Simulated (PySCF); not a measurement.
**Electron correlation in Br²⁺ (bromine, charge +2)**

[Ar] 3d10 4s2 4p3, high-spin 4S determinant. Calculation: PySCF 2.14, in Sapporo-DKH3-DZP-2012; scalar relativity by spin-free X2C-1e. Frozen: [Ar] 3d10; 5 electrons correlated.

MP2 pair energies summed by pair of shells (mhartree):

| pair | energy | share (%) |
| --- | --- | --- |
| 4s-4p | -39.90 | 66.1 |
| 4p-4p | -14.67 | 24.3 |
| 4s-4s | -5.75 | 9.5 |

Total MP2 correlation energy: -60.32 mhartree.

Same-spin part -16.24 and opposite-spin part -44.08 mhartree; SCS-MP2 scales them by 1/3 and 6/5 to -58.31 mhartree.

```csv
level,correlation energy (mhartree)
CCSD,-74.95
(T),-0.75
CCSD(T),-75.70
```

Diagnostics: T1 = 0.00093, D1 = 0.0017, largest double amplitude 0.059.

Task: Is a single reference adequate?

Result: Yes, within this model without spin-orbit coupling: T1 lies below 0.03 and no double amplitude reaches 0.07.
